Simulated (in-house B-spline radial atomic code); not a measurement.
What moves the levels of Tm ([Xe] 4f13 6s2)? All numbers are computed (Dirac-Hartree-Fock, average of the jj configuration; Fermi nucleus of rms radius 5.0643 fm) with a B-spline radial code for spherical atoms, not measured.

Baseline run (computed): total energy -13574.3866 hartree, 1s1/2 at -2195.763 hartree, 6s1/2 at -5.2875 eV with <r> = 4.278 bohr.

Changing the nucleus:

```
                                       nucleus  ΔE (eV)
Fermi nucleus of rms radius 5.0755 fm, A = 154    0.144
Fermi nucleus of rms radius 5.0976 fm, A = 156    0.429
 Fermi nucleus of rms radius 5.114 fm, A = 157    0.641
Fermi nucleus of rms radius 5.1235 fm, A = 158    0.764
Fermi nucleus of rms radius 5.1392 fm, A = 159    0.968
Fermi nucleus of rms radius 5.1504 fm, A = 160     1.11
Fermi nucleus of rms radius 5.1616 fm, A = 161     1.26
Fermi nucleus of rms radius 5.1713 fm, A = 162     1.39
Fermi nucleus of rms radius 5.1849 fm, A = 163     1.56
Fermi nucleus of rms radius 5.1906 fm, A = 164     1.64
Fermi nucleus of rms radius 5.2004 fm, A = 165     1.77
Fermi nucleus of rms radius 5.2046 fm, A = 166     1.82
Fermi nucleus of rms radius 5.2129 fm, A = 167     1.93
 Fermi nucleus of rms radius 5.217 fm, A = 168     1.98
Fermi nucleus of rms radius 5.2256 fm, A = 169      2.1
Fermi nucleus of rms radius 5.2303 fm, A = 170     2.16
Fermi nucleus of rms radius 5.2388 fm, A = 171     2.27
Fermi nucleus of rms radius 5.2411 fm, A = 172      2.3
```

A larger nucleus binds the electrons less, roughly as the density at the nucleus times the change of the nuclear <r²>. The reference is A = 153.
